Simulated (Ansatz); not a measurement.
Single points on HgCl2.

```yaml
crystal:
  periodic: [false, false, false]
  atoms:
    - {symbol: Hg, position_ang: [-0.000013, -0.000596, 0.000637]}
    - {symbol: Cl, position_ang: [-1.938062, 0.869333, 0.762439]}
    - {symbol: Cl, position_ang: [1.938085, -0.868737, -0.763076]}
basis:
  gaussian: {orbitals: def2-TZVP, initial_orbitals: start.molden}
correlation: {method: mp2}
scf: {omitted_lower_state_checks: [starts]}
output: {orbitals: {seedname: orbitals}}
```

The file start.molden holds the orbitals of an earlier run on this structure, at another level or in another basis.

```sh
$ ansatz run in.yaml --threads 4 --pin off --events-out ev --progress --plain --max-ram 3916MiB
```

Output, abridged:

```
Functional definition: HF
789 factors; integrals over basis functions are off by at most 7.5e-4 eV
mean field evaluation 1: about -29159.0007 eV, gradient 3.5e1 eV
mean field evaluation 2: about -29159.7320 eV, gradient 1.0e0 eV
mean field evaluation 4: about -29160.2765 eV, gradient 1.4e-2 eV
mean field evaluation 8: about -29160.2766 eV, gradient 2.0e-6 eV
mean field -29160.27662355 eV, -1071.6204003699 hartree, gradient 1.1e-6 eV, S^2 0.000000; 0 other end points of the search recorded, 0 dependent functions left out
10 core orbitals not correlated: weight in the atoms' cores, before any rotation towards them, 1.000 or more for the frozen orbitals, at most 0.000 for the correlated occupied ones
reference -29160.27662355 eV, -1071.6204003699 hartree; 17, 17 occupied and 90, 90 virtual orbitals, 789 factors
second order -22.08623012 eV of doubles, -0.00000000 eV of singles
Total energy: -29182.36285367 eV, -1072.4320543564 hartree
Checks for a lower state left out: starts
```

Run time 0.6 s (4 threads of Arm Neoverse V2 on a shared host).

The first input with `hamiltonian: {xc: {name: CAM-B3LYP}, dispersion: d4}` and without the key `correlation` (abridged; 1.1 s):

```
Functional definition: CAM-B3LYP
mean field -29224.25519849 eV, -1073.9715696329 hartree, gradient 4.1e-5 eV, S^2 0.000000
Total energy: -29224.32649050 eV, -1073.9741895659 hartree
Checks for a lower state left out: starts
```

As the first input, with `hamiltonian: {xc: pbe}`, `correlation: {method: rpa}` and without the key `output` (abridged; 1.4 s):

```
Functional definition: PBE
mean field -29215.41184499 eV, -1073.6465823860 hartree, gradient 4.4e-6 eV, S^2 0.000000
10 core orbitals not correlated: weight in the atoms' cores, before any rotation towards them, 1.000 or more for the frozen orbitals, at most 0.000 for the correlated occupied ones
Total energy: -29190.73882432 eV, -1072.7398656004 hartree
Checks for a lower state left out: starts
```

As the first input, with `hamiltonian: {xc: pbe, dispersion: d4}` and without the key `correlation` (abridged; 0.8 s):

```
Functional definition: PBE
mean field -29215.41185005 eV, -1073.6465825721 hartree, gradient 1.2e-5 eV, S^2 0.000000
Total energy: -29215.49064515 eV, -1073.6494782383 hartree
Checks for a lower state left out: starts
```

The first input with `gaussian: {orbitals: def2-TZVPD, initial_orbitals: start.molden}`, `hamiltonian: {xc: pbe, dispersion: d4}` and without the key `correlation` (abridged; 0.95 s):

```
Functional definition: PBE
mean field -29215.45507878 eV, -1073.6481711986 hartree, gradient 2.2e-5 eV, S^2 0.000000
Total energy: -29215.53389386 eV, -1073.6510675993 hartree
Checks for a lower state left out: starts
```

First input, but with `gaussian: {orbitals: def2-SVP, initial_orbitals: start.molden}`, `hamiltonian: {xc: pbe0, dispersion: d4}` and without the key `correlation` (abridged; 0.7 s):

```
Functional definition: PBE0
mean field -29207.26740147 eV, -1073.3472796073 hartree, gradient 2.8e-5 eV, S^2 0.000000
Total energy: -29207.33467648 eV, -1073.3497519182 hartree
Checks for a lower state left out: starts
```

The first input with `gaussian: {orbitals: def2-TZVPD, initial_orbitals: start.molden}`, `hamiltonian: {xc: r2scan, dispersion: d4}` and without the key `correlation` (abridged; 2.4 s):

```
Functional definition: r2SCAN
mean field -29224.88973967 eV, -1073.9948885910 hartree, gradient 1.9e-5 eV, S^2 0.000000
Total energy: -29224.90647294 eV, -1073.9955035276 hartree
Checks for a lower state left out: starts
```

Geometry: PBE0-D4/def2-TZVP.

In the def2 sets Hg takes a core potential; there is no spin–orbit coupling. Correlated methods freeze 10 core orbitals; core or outer-core shells of Hg are correlated, in sets that lack core-valence functions. The structure comes from a short search, and lower isomers may exist.
